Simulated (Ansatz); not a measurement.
Molecule: InH₂ (charge -1, singlet). 
Coordinates optimised at B3LYP-D3(BJ)/def2-TZVP (Ansatz, a program for electronic structure):
```xyz
3

In     0.0476     0.0098     0.0174
H     -0.9129    -1.5929    -0.3616
H     -1.4198     1.1147    -0.4931
```
Charge -1, spin multiplicity 1.

Question: Give the harmonic wavenumbers at B3LYP-D3(BJ)/def2-TZVP (Ansatz, finite differences of forces, unscaled).

Answer: 671, 1230, 1232 cm⁻¹. Zero-point energy 4.5 kcal/mol.

Question: From these and the geometry, give the ideal-gas thermochemistry at 298.15 K and 1 atm (rigid rotor, harmonic oscillator).

Answer: Point group C2v, rotational symmetry number 2. Rotational constants 147.1, 131.9, 69.54 GHz. S(trans) 40.18, S(rot) 14.75, S(vib) 0.42, S(elec, spin only) 0.00, S 55.3 cal/(mol K). H(298) - H(0) 2.47 kcal/mol; G - E(el) -9.6 kcal/mol.
